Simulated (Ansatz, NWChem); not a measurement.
## Heat of formation of LiI (Lithium Iodide) from total energies

LiI: 2 atoms, total charge 0, spin state singlet. As SMILES, `[Li][I]`. The bond length is the measured one.

```jsonl
{"atom": "Li", "x (Å)": "0.0000", "y (Å)": "0.0000", "z (Å)": "0.0000"}
{"atom": "I", "x (Å)": "0.0000", "y (Å)": "0.0000", "z (Å)": "2.3919"}
```

Total energies at CCSD/def2-TZVPPD (core potential), 4 core orbitals frozen (NWChem 7.3.0); the atoms run unrestricted:

```tsv
species	state	energy (Eh)
LiI	singlet	-304.706023
Li	doublet	-7.468064
I	doublet	-297.105788
```

Harmonic wavenumbers at wB97M-V/def2-TZVPD, in cm⁻¹: 496.

Measured heats of formation of the gaseous atoms at 298.15 K, in kJ/mol: Li 159.3, I 106.8. Spin-orbit lowering of the atoms at 298 K (mean of the ground term's levels less their thermal mean, from spectra), in kJ/mol: I 30.32. Take 1 Eh = 2625.50 kJ/mol, 1 cm⁻¹ = 0.0119627 kJ/mol, RT = 2.479 kJ/mol.

Q: What heat of formation follows?

A: 
1. Electronic atomisation energy: (-7.468064) + (-297.105788) − (-304.706023) = 0.132171 Eh = 347.0 kJ/mol.
2. Zero-point energy: half the sum of the wavenumbers, 248 cm⁻¹ = 3.0 kJ/mol.
3. Thermal vibrational enthalpy, Σ hcν̃/(exp(hcν̃/kT) − 1): 0.6 kJ/mol. Translation, rotation and pV of a linear molecule: 3.5 RT = 8.7 kJ/mol.
4. The 2 free atoms carry 5/2 RT each: 12.4 kJ/mol.
5. Spin-orbit coupling lowers the free atoms by 30.32 = 30.3 kJ/mol.
6. Atomisation enthalpy at 298 K: 347.0 − 30.3 − 3.0 − 0.6 − 8.7 + 12.4 = 316.8 kJ/mol.
7. Sum of the atoms' heats of formation: 266.1 kJ/mol. Heat of formation: 266.1 − 316.8 = -50.7 kJ/mol.

No measured value is set beside it here. Anharmonicity and any spin-orbit splitting of the molecule are left out, and so is core correlation.
